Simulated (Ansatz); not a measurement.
Isolated molecules relaxed with PBE0-D4/def2-TZVP in Ansatz; ΔE leaves out vibrations. CCSD(T)/CBS is the MP2 limit (def2-TZVPP, def2-QZVPP) plus CCSD(T) − MP2 in def2-TZVPP, frozen cores. This one scheme is used for every species. DFT in def2-TZVPP. One conformer a species, not always the lowest.

Reaction (ligand exchange at the Si–N bond): `[AlH2][NH][SiH2]Cl` + CH₃OH → `CO[SiH2]Cl` + `[NH2][AlH2]`

```json
{"level": "BLYP", "ΔE (kcal/mol)": "-9.9"}
{"level": "CCSD(T)/def2-SVP", "ΔE (kcal/mol)": "-7.5"}
{"level": "HF/CBS(def2)", "ΔE (kcal/mol)": "-9.9"}
{"level": "MP2/CBS(def2)", "ΔE (kcal/mol)": "-8.5"}
```

(1) What does CCSD(T)/CBS give? (Estimate.)

Largest T1 diagnostic among the species: 0.011.

## Answers

(1) Computed: -8.4 kcal/mol. The listed levels differ from it by -1.5, 0.9, -1.5, -0.1 kcal/mol.

In def2-TZVPP, CCSD(T) changes the Hartree–Fock value by +1.5 kcal/mol (the triples alone add +0.2 kcal/mol) and MP2 by +1.3 kcal/mol. At CCSD(T), def2-SVP lies +0.9 kcal/mol from the extrapolated value and def2-TZVPP +0.0 kcal/mol.
